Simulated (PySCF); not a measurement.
Checking a proposed structure

A compound C$_{7}$H$_{12}$BN gives the data below (simulated from a calculation) and was assigned the structure `[BH3-][n+]1ccc(CC)cc1`.

13C{1H} NMR (computed): δ 160.2 (C), 145.2 (CH, 2C), 136.9 (CH, 2C), 134.7 (CH), 31.2 (CH3).

1H NMR (300 MHz, computed): δ 7.55 (d, 2H), 7.32 (m, 2H), 7.21 (m, 1H), 2.82 (br, 2H), 2.51 (br s, 2H), 2.20 (s, 3H).

[PySCF 2.14: coordinates at the PBE0-D3(BJ)/def2-SVP level; GIAO CAM-B3LYP/pcSseg-1 shieldings; no solvent model; single conformer; one averaged value for each set of equivalent atoms; non-relativistic]

δ = σ(ref) − σ, references computed at the same level: 1H (σ = 31.33 ppm) and 13C (σ = 182.45 ppm) against TMS.

(1) Compare with the shifts computed for the proposed structure, pairing carbons in order of shift.

(2) Which isomer fits?

## Answers

(1) Structure with atom numbers: `[BH3-:1][n+:2]1[cH:3][cH:4][c:5]([CH2:6][CH3:7])[cH:8][cH:9]1` (H(Xn): hydrogen on atom n).

```json
{"atom": "C5", "computed for proposal": "167.8", "given list": "160.2", "difference": "+7.6"}
{"atom": "C3", "computed for proposal": "158.8", "given list": "145.2", "difference": "+13.6"}
{"atom": "C9", "computed for proposal": "158.8", "given list": "145.2", "difference": "+13.6"}
{"atom": "C4", "computed for proposal": "132.2", "given list": "136.9", "difference": "-4.7"}
{"atom": "C8", "computed for proposal": "132.2", "given list": "136.9", "difference": "-4.7"}
{"atom": "C6", "computed for proposal": "32.4", "given list": "134.7", "difference": "-102.3"}
{"atom": "C7", "computed for proposal": "19.8", "given list": "31.2", "difference": "-11.4"}
```

The rms difference is 39.8 ppm and the largest -102.3 ppm at C6 (sp3 CH2 on an aromatic ring). The carbon types in order of shift don't match either: C, CH, CH, CH, CH, CH2, CH3 for the proposal against C, CH, CH, CH, CH, CH, CH3 in the data. The proposal doesn't fit.

(2) SMILES c1cc([BH2-][NH2+]C)ccc1.

1. δC 160.2: substituted aromatic carbon.
2. δC 145.2, 136.9, 134.7: aromatic CH.
3. δH 2.51: hydrogen on a donor nitrogen of a Lewis adduct; exchangeable; this is the value without hydrogen bonding to other molecules.
4. δH 2.20: hydrogen on a methyl carbon bonded to N; its carbon carries N, which withdraws density.

Other isomers checked: [BH3-][n+]1cccc(CC)c1 (rms 40.3 ppm); [BH3-][n+]1cccc(C)c1C (rms 43.4 ppm).

This is the structure that produced the data.

OH and NH positions are those of a molecule without intermolecular hydrogen bonds; in solution they move with solvent, concentration and temperature, and exchange usually removes their couplings. Hydrogens on boron are broadened and split by 11B (spin 3/2, 80 %) and 10B (spin 3). A carbon bonded to boron is broadened by the quadrupolar boron nucleus and is often missing from a measured spectrum. Shifts are as computed, not scaled to solution data. Of 1309 compounds with measured shifts, 239 miss one by over three times the rms of a fit or turn the order of signals round; such compounds aren't used in these exercises. No couplings were computed; multiplicities are counted from neighbouring protons, with m where these are inequivalent, close in shift, in a saturated or five-membered ring or joined by F or P, and br s for small geminal =CH2 splittings.
